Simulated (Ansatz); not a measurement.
The cluster YCu4⁺, 5 atoms. Hardware: 4 threads of Arm Neoverse V2 on a shared host.

In the def2 sets Y takes a core potential; there is no spin–orbit coupling. Correlated methods freeze 36 core orbitals; core or outer-core shells of Y are correlated, in sets that lack core-valence functions.

(1) How many basis functions does each of these Ansatz runs have, and roughly what does it cost? PBE0-D4/def2-TZVP, charge 1 singlet, energy, from earlier orbitals; r2SCANh-D4/def2-TZVP, charge 1 singlet, energy, from earlier orbitals; CCSD(T)/def2-SVP, charge 1 singlet, energy, from earlier orbitals; HF/def2-TZVP, charge 1 singlet, energy, from earlier orbitals; r2SCAN-D4/def2-TZVP, charge 1 singlet, energy, from earlier orbitals; HF/STO-3G, charge 1 singlet, energy; PBE0-D4/def2-SVP, charge 1 singlet, energy, from earlier orbitals; r2SCAN-D4/def2-SVP, charge 1 singlet, relaxation, 9 steps; PBE-D4/def2-SVP, charge 1 singlet, energy, from earlier orbitals; LDA (SPW92)/def2-TZVP, charge 1 singlet, energy, from earlier orbitals; MP2/def2-TZVP, charge 1 singlet, energy, from earlier orbitals; PBE-D4/def2-TZVP, charge 1 singlet, energy and forces, from earlier orbitals.

Results:

(1) Other jobs shared the machine, so times can vary by a factor of up to 3. A dash marks memory too small to be measured apart from the calling script's.

```tsv
run	functions	fitting or Cholesky vectors	wall time	peak host memory (GiB)
LDA (SPW92)/def2-TZVP, charge 1 singlet, energy, from earlier orbitals	220	2148	2.7 s	–
PBE-D4/def2-SVP, charge 1 singlet, energy, from earlier orbitals	155	1825	3.2 s	–
PBE0-D4/def2-SVP, charge 1 singlet, energy, from earlier orbitals	155	1699	5.5 s	0.55
PBE-D4/def2-TZVP, charge 1 singlet, energy and forces, from earlier orbitals	220	2148	5.5 s	–
HF/def2-TZVP, charge 1 singlet, energy, from earlier orbitals	220	2251	6 s	0.84
MP2/def2-TZVP, charge 1 singlet, energy, from earlier orbitals	220	2251	9.5 s	0.92
r2SCAN-D4/def2-TZVP, charge 1 singlet, energy, from earlier orbitals	220	2148	11 s	–
HF/STO-3G, charge 1 singlet, energy	99	912	11 s	–
PBE0-D4/def2-TZVP, charge 1 singlet, energy, from earlier orbitals	220	2251	11 s	0.9
r2SCANh-D4/def2-TZVP, charge 1 singlet, energy, from earlier orbitals	220	2251	15 s	0.95
r2SCAN-D4/def2-SVP, charge 1 singlet, relaxation, 9 steps	155	1825	48 s	–
CCSD(T)/def2-SVP, charge 1 singlet, energy, from earlier orbitals	155	1699	58 s	1.2
```
